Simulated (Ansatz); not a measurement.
Pulling on the Be1–O2 bond in BeO (multiplicity 1 held). Energies count from the point at 1.327 Å.


R- and RO- levels are restricted; in cc, def2 and unpolarised 6-31G sets they are followed outwards from rest. Unrestricted levels (U-) break spin symmetry where that is lower. Full CI gives the lowest state of the spin. Left out are points that failed, MP2 points that dive below the minimum, coupled-cluster points behind a jump of the amplitudes or a sharp parting from full CI or MRCI, small-basis points behind a change of solution, and semi-empirical points at long bonds. Levels need not reach the same state.

Correlated levels freeze the cores.

Codes used: Ansatz (a program for electronic structure). 

Energies in kJ/mol.

| R (Å) | R-HF/6-31G | U-HF/6-31G | R-MP2/6-31G | U-MP2/6-31G | R-SCS-MP2/6-31G | FCI/6-31G |
|---|---|---|---|---|---|---|
| 1.061 | 313 | 381 | 390 | 233 | 385 | 388 |
| 1.194 | 57 | 125 | 98 | -58 | 95 | 97 |
| 1.327 | 0 | 0 | 0 | 0 | 0 | 0 |
| 1.459 | 40 | -53 | -5 | -60 | -2 | -3 |
| 1.592 | 120 | -49 | 36 | -62 | 41 | 38 |
| 1.791 | 231 | 8 | 205 | left out | 198 | 120 |
| 1.990 | 296 | 87 | 369 | 60 | 350 | 189 |
| 2.322 | 356 | 213 | 519 | 218 | 490 | 305 |
| 2.653 | 385 | 251 | 590 | 303 | 557 | 399 |
| 3.051 | 402 | 262 | 628 | 323 | 591 | 471 |
| 3.582 | 410 | 265 | 645 | 327 | 605 | 501 |
| 4.245 | 412 | 265 | 649 | 327 | 609 | 504 |
| 5.307 | 413 | 266 | 650 | 328 | 610 | 505 |

Doubts at one or more of the structures used: a restricted determinant that unrestricted orbitals would lower (R-HF/6-31G, R-MP2/6-31G, R-SCS-MP2/6-31G); a spin-contaminated determinant (U-HF/6-31G, U-MP2/6-31G).
